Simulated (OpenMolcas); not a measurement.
**N3+: effect of the IPEA shift**

- Program: OpenMolcas 26.06
- Basis: ANO-R3 [4s4p2d1f]
- Scalar Hamiltonian: X2C, finite nucleus
- Active space: 2 electrons in 4 orbitals (2s 2p)
- State averaging: 2S+1 = 3 even, 3 roots; 2S+1 = 1 even, 7 roots; 2S+1 = 3 odd, 3 roots; 2S+1 = 1 odd, 3 roots
- Spin-orbit coupling: state interaction with AMFI integrals over the reference wave functions, term energies averaged over their components

Methods on the same reference wave functions:
A. CASSCF
B. MS-CASPT2, IPEA 0 Eh, imaginary shift 0.1 Eh (closed shells correlated: 1s)
C. MS-CASPT2, IPEA 0.25 Eh, imaginary shift 0.1 Eh (closed shells correlated: 1s)

Energies in cm⁻¹ above 2s² ¹S₀, the measured ground level; measured values from Moore, Selected Tables of Atomic Spectra, NSRDS-NBS 3, section 4.

```tsv
Level	A	B	C	Measured
2s² ¹S₀	0.0	0.0	0.0	0.0
2s 2p ³P°₀	67997	67497	67535	67209
2s 2p ³P°₁	68065	67565	67603	67272
2s 2p ³P°₂	68201	67702	67740	67416
2s 2p ¹P°₁	142306	132762	133079	130694
2p² ³P₀	177787	176210	176282	175535
2p² ³P₁	177855	176278	176350	175608
2p² ³P₂	177989	176412	176484	175733
2p² ¹D₂	199611	190509	190859	188882
2p² ¹S₀	249578	237389	237650	235369
```

Deviations, from unrounded energies. A percentage is the sum of absolute deviations over the sum of measured energies, with the sign that they share, or ± where signs differ.

| Against measurement | Levels | A | B | C |
| --- | --- | --- | --- | --- |
| mean absolute deviation (cm-1) | 9 | 5100 | 960 | 1100 |
| other configurations (%) | 9 | +3.6 | +0.7 | +0.8 |

B lies closest to measurement on these levels and A furthest from it. The largest miss of B in the table is 2s 2p ¹P°₁, by +2100 cm-1. The ranking rests on the paired levels alone, and a cruder setting can come out closer through cancelling errors.

Between B and C the level of the table that moves most is 2p² ¹D₂, by 350 cm-1 (lowest in B, highest in C).

The lowest spin-free term lies below A's lowest term by 0.013 hartree in B, 0.013 hartree in C.

Measured partners are found by configuration, term and J. A level has none where our copy of the source lacks it or the pairing is in doubt (some pairs that miss far off the trend of their configuration count as doubtful), and it then counts in no deviation. Levels of configurations outside the active space are missing.

° marks odd parity.
